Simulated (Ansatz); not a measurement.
Ideal-gas functions of CH₃ClSSi (`Cl[SiH]1CS1`) at 800 K and 1 bar, from an Ansatz frequency run at PBE0-D4/def2-TZVP.

Molar mass 110.64 g/mol, point group C1 (symmetry number 1), electronic degeneracy 1, moments of inertia 58.178, 254.233, 271.947 u Å². Harmonic wavenumbers (cm⁻¹, unscaled): 176, 203, 483, 568, 584, 618, 753, 808, 853, 957, 1018, 1419, 2291, 3126, 3212.

Use S(trans) = R[1.5 ln M + 2.5 ln T − 1.1517]; rotational temperatures θ = 24.2544 K / I; S(rot) = R[ln(√π/σ · √(T³/θAθBθC)) + 1.5]; for each mode x = 1.438777 ν̃/T, S = R[x/(eˣ − 1) − ln(1 − e⁻ˣ)] and H = RT x/(eˣ − 1); 1 cm⁻¹ = 0.0119627 kJ/mol; R = 8.31446 J/(mol·K).

Problem. By hand: the entropy, in J/(mol·K).

Solution. Translation 188.1. Rotation: θ = 0.4169, 0.0954, 0.0892 K, giving 124.1. Vibration, mode by mode: 17.91, 16.74, 9.74, 8.49, 8.28, 7.85, 6.40, 5.90, 5.53, 4.76, 4.36, 2.47, 0.70, 0.20, 0.18, in all 99.5. Electronic 0.0. Sum 411.7 J/(mol·K).

Problem. By hand: H − E and G − E in kJ/mol, counted from the electronic energy.

Solution. Zero-point energy ½ × 17069 × 0.0119627 = 102.1; thermal vibration 42.4; translation, rotation and pV give 4 RT = 26.6. H − E = 171.1 kJ/mol, and G − E = 171.1 − 800 × 411.7/1000 = -158.3 kJ/mol.

Vibration gives 24 % of the entropy. The sum counts one conformer and one mirror image; others add a mixing term.
